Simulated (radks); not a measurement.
Task: The strontium ion Sr3+, 35 electrons, occupied as [Ar] 3d10 4s2 4p4 7f1 (not the ground configuration). Calculated with a radial shooting solver on a logarithmic mesh with Libxc functionals: Dirac Kohn-Sham, PBEsol, spin-unpolarised, spherical densities, point nucleus; open shells fill j = l - 1/2 first.

Spin-orbit splittings of the eigenvalues, e(l+1/2) - e(l-1/2), with zeta = 2 splitting/(2l+1) and mean radii in bohr:

| shell | occ. | splitting (eV) | zeta (eV) | <r> j=l-1/2 | <r> j=l+1/2 |
|---|---|---|---|---|---|
| 2p | 6 | 68.35 | 45.57 | 0.1475 | 0.1517 |
| 3p | 6 | 10.51 | 7.006 | 0.4910 | 0.5014 |
| 3d | 10 | ? | ? | 0.4945 | 0.4982 |
| 4p | 4 | 1.402 | 0.9348 | 1.427 | 1.452 |
| 7f | 1 | 0.0003627 | 0.0001036 | 15.05 | 15.05 |

Estimate the 3d splitting.

Result: 1.840 eV (zeta = 0.7359 eV).
